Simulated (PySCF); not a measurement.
BLYP on Pb(54+) (lead, charge +54)

Configuration: [Ar] 3d10, closed-shell 1S. Computed with PySCF 2.14 in an even-tempered Gaussian basis (17 s from 14 bohr⁻², ratio 2.5; 13 p from 18 bohr⁻², ratio 2.5; 7 d from 18 bohr⁻², ratio 2.5; 4 f from 74 bohr⁻², ratio 2.7; 3 g from 110 bohr⁻², ratio 2.7), with the spin-free X2C one-electron Hamiltonian (Gaussian nucleus).

```
Total energy                : -18586.31 hartree
One-electron energy         : -21462.53 hartree
Hartree (Coulomb) energy    : 3155.58 hartree
Exchange-correlation energy : -279.35 hartree
⟨S²⟩                        : 0.0000
⟨L²⟩                        : 0.000
Sum of ⟨r⟩                  : 3.438 bohr
Sum of ⟨r²⟩                 : 0.5862 bohr²
```

```csv
shell,electrons,mean orbital energy (eV),"rms radius, mean of both spins (bohr)"
1s,2,-90893.3,0.0181
2s,2,-18746.8,0.0729
2p,6,-16596.2,0.0671
3s,2,-6651.0,0.183
3p,6,-6025.3,0.184
3d,10,-5385.2,0.167
```

Spin-orbit coupling, which splits the p, d and f shells strongly at this Z, is absent.

Densities and radii are taken from the X2C orbitals without a picture-change correction, which distorts them close to the nucleus.
